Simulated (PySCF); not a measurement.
Working out the ionisation energy of Br⁺

Br⁺ [Ar] 3d10 4s2 4p4 (3P) → Br²⁺ [Ar] 3d10 4s2 4p3 (4S). Calculation: PySCF 2.14, in aug-cc-pVTZ-PP with ECP10MDF (6s5p4d2f, 55 functions); scalar relativity through the core potential. Frozen: 3s2 3p6 3d10. Energies in hartree (1 hartree = 27.21139 eV):

```json
{"part": "UHF", "Br⁺ (lower)": "-415.097948", "Br²⁺ (upper)": "-414.354483"}
{"part": "CCSD correlation", "Br⁺ (lower)": "-0.124767", "Br²⁺ (upper)": "-0.094577"}
{"part": "(T)", "Br⁺ (lower)": "-0.003364", "Br²⁺ (upper)": "-0.002370"}
```

Q: What does Hartree-Fock give?

A: (-414.354483) − (-415.097948) = 0.743465 hartree = 20.231 eV.

Q: What do CCSD and CCSD(T) give?

A: The CCSD correlation energies differ by 0.030190 hartree = 0.822 eV and the triples by 0.000994 hartree = 0.027 eV, so CCSD gives 21.053 eV and CCSD(T) 21.080 eV.

Measured between the centres of the two terms (NIST): 21.409 eV, so CCSD(T) (valence) is off by -0.329 eV.

What remains against the reference includes basis incompleteness, the frozen core and higher excitations.
